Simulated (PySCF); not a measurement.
# wB97X-V on Ga⁻ (gallium, charge -1)

Configuration: [Ar] 3d10 4s2 4p2, high-spin 3P determinant. Computed with PySCF 2.14 in aug-cc-pVTZ-PP with ECP10MDF (6s5p4d2f, 55 functions), with a scalar-relativistic core potential.

```
Total energy                                                  : -259.4178 hartree
One-electron energy                                           : -466.9342 hartree
Hartree (Coulomb) energy                                      : 230.3909 hartree
Exchange-correlation energy                                   : -22.8745 hartree
⟨S²⟩                                                          : 2.0054
⟨L²⟩                                                          : 2.010
Sum of ⟨r⟩                                                    : 27.44 bohr
Sum of ⟨r²⟩                                                   : 80.89 bohr²
Traceless quadrupole moment −½Σ⟨3z² − r²⟩ along its main axis : 10.9 e·bohr²
```

```json
{"shell": "3s α", "electrons": "1", "mean orbital energy (eV)": "-151.09", "spread (eV)": "0", "rms radius, mean of both spins (bohr)": "0.703"}
{"shell": "3s β", "electrons": "1", "mean orbital energy (eV)": "-151.08", "spread (eV)": "0", "rms radius, mean of both spins (bohr)": "0.703"}
{"shell": "3p α", "electrons": "3", "mean orbital energy (eV)": "-101.38", "spread (eV)": "0.154", "rms radius, mean of both spins (bohr)": "0.741"}
{"shell": "3p β", "electrons": "3", "mean orbital energy (eV)": "-101.36", "spread (eV)": "0.204", "rms radius, mean of both spins (bohr)": "0.741"}
{"shell": "3d α", "electrons": "5", "mean orbital energy (eV)": "-19.905", "spread (eV)": "0.167", "rms radius, mean of both spins (bohr)": "0.910"}
{"shell": "3d β", "electrons": "5", "mean orbital energy (eV)": "-19.855", "spread (eV)": "0.229", "rms radius, mean of both spins (bohr)": "0.910"}
{"shell": "4s α", "electrons": "1", "mean orbital energy (eV)": "-7.540", "spread (eV)": "0", "rms radius, mean of both spins (bohr)": "2.71"}
{"shell": "4s β", "electrons": "1", "mean orbital energy (eV)": "-6.244", "spread (eV)": "0", "rms radius, mean of both spins (bohr)": "2.71"}
{"shell": "4p α", "electrons": "2", "mean orbital energy (eV)": "-0.440", "spread (eV)": "0", "rms radius, mean of both spins (bohr)": "5.18"}
```

Energies and moments cover only the electrons outside the core potential.
